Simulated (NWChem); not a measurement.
System: C₂H₄BFO₂; SMILES CC(=O)OBF

NWChem input:

```
start job
memory heap 200 mb stack 900 mb global 1100 mb
geometry units angstroms noautoz
  B      0.508852    -1.550523    -0.319467
  F     -0.520464    -2.030425     0.345362
  H      1.281546    -2.293325    -0.865463
  O      0.764244    -0.210114    -0.352196
  C     -0.123093     0.792507    -0.046000
  C      0.588200     1.994635     0.489547
  O     -1.295087     0.688122    -0.238451
  H     -0.130832     2.798805     0.679221
  H      1.351259     2.324546    -0.230591
  H      1.116018     1.730018     1.418096
end
basis spherical
  B library cc-pvdz
  F library cc-pvdz
  H library cc-pvdz
  O library cc-pvdz
  C library cc-pvdz
end
dft
  xc xtpss03 ctpss03
  iterations 150
  mulliken
end
task dft energy
```

Excerpt of the output:

```
             Northwest Computational Chemistry Package (NWChem) 7.3.0
             --------------------------------------------------------

 C1  symmetry detected

                             Geometry "geometry" -> ""
                             -------------------------

 Output coordinates in angstroms (scale by  1.889725989 to convert to a.u.)

  No.       Tag          Charge          X              Y              Z
 ---- ---------------- ---------- -------------- -------------- --------------
    1 B                    5.0000     0.61511753    -1.50753876    -0.24149093
    2 F                    9.0000    -0.40561673    -2.02325682     0.40960921
    3 H                    1.0000     1.45232084    -2.22216317    -0.72659405
    4 O                    8.0000     0.78689151    -0.15617566    -0.32695439
    5 C                    6.0000    -0.17221127     0.79966069    -0.09701845
    6 C                    6.0000     0.44220492     2.06724709     0.40654637
    7 O                    8.0000    -1.32753752     0.61180218    -0.32380904
    8 H                    1.0000    -0.33232847     2.83098552     0.53489845
    9 H                    1.0000     1.20881806     2.41388740    -0.30186300
   10 H                    1.0000     0.95135868     1.87783661     1.36347027

 Effective nuclear repulsion energy (a.u.)     224.2397343310

                                 NWChem DFT Module
                                 -----------------

 Summary of "ao basis" -> "ao basis" (spherical)
 ------------------------------------------------------------------------------
       Tag                 Description            Shells   Functions and Types
 ---------------- ------------------------------  ------  ---------------------
 B                          cc-pvdz                  6       14   3s2p1d
 F                          cc-pvdz                  6       14   3s2p1d
 H                          cc-pvdz                  3        5   2s1p
 O                          cc-pvdz                  6       14   3s2p1d
 C                          cc-pvdz                  6       14   3s2p1d

            General Information
            -------------------
          SCF calculation type: DFT
          Wavefunction type:  closed shell.
          No. of atoms     :    10
          No. of electrons :    46
           Alpha electrons :    23
            Beta electrons :    23
          Charge           :     0
          Spin multiplicity:     1
          Use of symmetry is: off; symmetry adaption is: off
          Maximum number of iterations: 150
          AO basis - number of functions:   104
                     number of shells:    48
          Convergence on energy requested:  1.00D-06
          Convergence on density requested:  1.00D-05
          Convergence on gradient requested:  5.00D-04

              XC Information
              --------------
                  TPSS metaGGA Exchange Functional  1.000
             TPSS03 metaGGA Correlation Functional  1.000

             Grid Information
             ----------------
          Grid used for XC integration:  medium
          Radial quadrature: Mura-Knowles
          Angular quadrature: Lebedev.
          Tag              B.-S. Rad. Rad. Pts. Rad. Cut. Ang. Pts.
          ---              ---------- --------- --------- ---------
          B                   0.85       49          12.0       434
          F                   0.50       49          12.0       434
          H                   0.35       45          13.0       434
          O                   0.60       49          11.0       434
          C                   0.70       49          12.0       434
          Grid pruning is: on
          Number of quadrature shells:   474
          Spatial weights used:  Erf1

      Superposition of Atomic Density Guess
      -------------------------------------

 Sum of atomic energies:        -350.77356331

      Non-variational initial energy
      ------------------------------

 Total energy =    -353.374657
 1-e energy   =    -926.091619
 2-e energy   =     348.477228
 HOMO         =      -0.382018
 LUMO         =       0.024201

     ---------------------------------------------
      Total Density - Mulliken Population Analysis
     ---------------------------------------------

    Atom       Charge   Shell Charges
 -----------   ------   -------------------------------------------------------
    1 B    5     4.35   2.01  0.61  0.32  1.04  0.17  0.20
    2 F    9     9.35   2.00  0.92  0.95  3.50  1.99  0.00
    3 H    1     1.09   0.71  0.37  0.01
    4 O    8     8.48   2.00  0.86  0.84  3.00  1.76  0.01
    5 C    6     5.14   2.00  0.68  0.40  1.42  0.42  0.21
    6 C    6     6.23   2.00  0.73  0.40  2.06  1.01  0.03
    7 O    8     8.71   2.00  0.89  0.90  3.06  1.84  0.01
    8 H    1     0.90   0.67  0.20  0.03
    9 H    1     0.87   0.66  0.19  0.03
   10 H    1     0.87   0.66  0.19  0.03

   convergence    iter        energy       DeltaE   RMS-Dens  Diis-err
 ---------------- ----- ----------------- --------- --------- ---------
 d= 0,ls=0.0,diis     1   -353.7518315108 -5.78D+02  2.09D-02  1.42D+00
 d= 0,ls=0.0,diis     2   -353.0921729880  6.60D-01  1.50D-02  8.31D+00
 d= 0,ls=0.0,diis     3   -353.9046584440 -8.12D-01  3.76D-03  3.16D-01
 d= 0,ls=0.0,diis     4   -353.9269256310 -2.23D-02  1.40D-03  9.13D-02
 d= 0,ls=0.0,diis     5   -353.9352056629 -8.28D-03  3.51D-04  2.55D-03
  Resetting Diis
 d= 0,ls=0.0,diis     6   -353.9354208956 -2.15D-04  1.15D-04  3.97D-04
 d= 0,ls=0.0,diis     7   -353.9354591320 -3.82D-05  7.04D-05  2.33D-05
 d= 0,ls=0.0,diis     8   -353.9354532604  5.87D-06  4.56D-05  9.07D-05
 d= 0,ls=0.0,diis     9   -353.9354610927 -7.83D-06  1.01D-05  2.72D-06
 d= 0,ls=0.0,diis    10   -353.9354613482 -2.55D-07  2.58D-06  2.31D-07

         Total DFT energy =     -353.935461348164
      One electron energy =     -929.709208902708
           Coulomb energy =      395.728730010022
    Exchange-Corr. energy =      -44.194716786454
 Nuclear repulsion energy =      224.239734330976

 Numeric. integr. density =       45.999994741121

                       DFT Final Molecular Orbital Analysis
                       ------------------------------------

 Vector   21  Occ=2.000000D+00  E=-3.208366D-01
              MO Center=  2.5D-01, -7.1D-01, -1.1D-01, r^2= 3.2D+00
   Bfn.  Coefficient  Atom+Function         Bfn.  Coefficient  Atom+Function
  ----- ------------  ---------------      ----- ------------  ---------------
    19      0.362978   2 F  py               37      0.297711   4 O  px
    38      0.269349   4 O  py               22      0.238643   2 F  py
    40      0.197356   4 O  px                5     -0.185827   1 B  py
    29      0.168249   3 H  s                81      0.159118   7 O  pz
    30      0.150543   3 H  s                41      0.140153   4 O  py

 Vector   22  Occ=2.000000D+00  E=-3.039620D-01
              MO Center= -1.4D-01,  3.2D-02, -2.5D-01, r^2= 2.5D+00
   Bfn.  Coefficient  Atom+Function         Bfn.  Coefficient  Atom+Function
  ----- ------------  ---------------      ----- ------------  ---------------
    39      0.418664   4 O  pz               81     -0.385181   7 O  pz
    42      0.295745   4 O  pz               84     -0.252501   7 O  pz
    53     -0.163670   5 C  pz               18     -0.158770   2 F  px
    79      0.101569   7 O  px                4      0.100114   1 B  px
    21     -0.098162   2 F  px               29      0.096663   3 H  s

 Vector   23  Occ=2.000000D+00  E=-2.397920D-01
              MO Center= -7.9D-01,  5.7D-01, -2.5D-01, r^2= 2.0D+00
   Bfn.  Coefficient  Atom+Function         Bfn.  Coefficient  Atom+Function
  ----- ------------  ---------------      ----- ------------  ---------------
    80      0.547181   7 O  py               83      0.372659   7 O  py
    37     -0.230739   4 O  px               64     -0.162784   6 C  s
    40     -0.161922   4 O  px               81      0.149025   7 O  pz
    65      0.126483   6 C  px               66      0.124216   6 C  py
    79     -0.104519   7 O  px               84      0.099429   7 O  pz

 Vector   24  Occ=0.000000D+00  E=-5.439294D-02
              MO Center= -2.4D-02,  3.6D-02, -1.4D-01, r^2= 3.4D+00
   Bfn.  Coefficient  Atom+Function         Bfn.  Coefficient  Atom+Function
  ----- ------------  ---------------      ----- ------------  ---------------
    53      0.451949   5 C  pz               56      0.383403   5 C  pz
     6     -0.331052   1 B  pz               81     -0.326028   7 O  pz
    84     -0.317847   7 O  pz                9     -0.298140   1 B  pz
   101     -0.209487  10 H  s                 4     -0.197580   1 B  px
    96      0.196349   9 H  s                20      0.130271   2 F  pz

 Vector   25  Occ=0.000000D+00  E=-4.917217D-03
              MO Center=  3.3D-01, -6.6D-01, -2.1D-01, r^2= 3.5D+00
   Bfn.  Coefficient  Atom+Function         Bfn.  Coefficient  Atom+Function
  ----- ------------  ---------------      ----- ------------  ---------------
     6      0.397922   1 B  pz                9      0.366535   1 B  pz
     7      0.316814   1 B  px               39     -0.302804   4 O  pz
    53      0.300149   5 C  pz               42     -0.286555   4 O  pz
    96      0.283492   9 H  s                 4      0.266092   1 B  px
    81     -0.213943   7 O  pz               56      0.212266   5 C  pz

 Vector   26  Occ=0.000000D+00  E= 5.145482D-02
              MO Center=  7.7D-01,  2.0D+00,  5.4D-01, r^2= 4.9D+00
   Bfn.  Coefficient  Atom+Function         Bfn.  Coefficient  Atom+Function
  ----- ------------  ---------------      ----- ------------  ---------------
    64      1.789603   6 C  s               101     -1.054301  10 H  s
    96     -0.938676   9 H  s                91     -0.688265   8 H  s
     3     -0.442113   1 B  s                36      0.306053   4 O  s
    68      0.287377   6 C  px               69      0.274154   6 C  py
     8     -0.187478   1 B  py               63      0.175686   6 C  s

     ---------------------------------------------
      Total Density - Mulliken Population Analysis
     ---------------------------------------------

    Atom       Charge   Shell Charges
 -----------   ------   -------------------------------------------------------
    1 B    5     4.83   2.01  0.58  0.21  1.51  0.26  0.26
    2 F    9     9.06   2.01  0.91  0.94  3.35  1.86  0.01
    3 H    1     1.10   0.76  0.33  0.01
    4 O    8     8.16   2.01  0.84  0.84  2.90  1.55  0.01
    5 C    6     5.83   2.01  0.72  0.36  1.98  0.54  0.23
    6 C    6     6.01   2.01  0.67  0.34  2.13  0.81  0.04
    7 O    8     8.19   2.01  0.86  0.89  2.82  1.59  0.02
    8 H    1     0.95   0.75  0.16  0.03
    9 H    1     0.93   0.75  0.16  0.03
   10 H    1     0.94   0.75  0.16  0.03

     -------------------------------------------
      Total Density - Lowdin Population Analysis
     -------------------------------------------

    Atom       Charge   Shell Charges
 -----------   ------   -------------------------------------------------------
    1 B    5     5.33   1.86  0.54  0.33  1.36  0.57  0.67
    2 F    9     8.81   1.92  0.90  0.78  3.19  2.01  0.01
    3 H    1     1.05   0.63  0.38  0.04
    4 O    8     7.80   1.91  0.80  0.61  2.71  1.76  0.03
    5 C    6     6.12   1.88  0.60  0.36  1.78  0.96  0.55
    6 C    6     6.07   1.88  0.56  0.38  1.89  1.22  0.14
    7 O    8     7.97   1.91  0.85  0.73  2.66  1.79  0.03
    8 H    1     0.96   0.62  0.26  0.08
    9 H    1     0.95   0.62  0.25  0.08
   10 H    1     0.95   0.62  0.25  0.08

     Multipole analysis of the density
     ---------------------------------

     L   x y z        total         alpha         beta         nuclear
     -   - - -        -----         -----         ----         -------
     0   0 0 0     -0.000000    -23.000000    -23.000000     46.000000

     1   1 0 0      0.771783      0.385892      0.385892     -0.000000
     1   0 1 0      0.573256      0.286628      0.286628      0.000000
     1   0 0 1      0.204540      0.102270      0.102270      0.000000

     2   2 0 0    -27.454974    -64.369142    -64.369142    101.283309
     2   1 1 0      0.590427     -0.532770     -0.532770      1.655967
     2   1 0 1      0.212403      0.068971      0.068971      0.074462
     2   0 2 0    -23.158391   -195.807615   -195.807615    368.456839
     2   0 1 1      0.930209     -4.396786     -4.396786      9.723780
     2   0 0 2    -23.982767    -25.040055    -25.040055     26.097343
```

Level: TPSS/cc-pVDZ. Geometry: optimised at PBE0/def2-SVP.
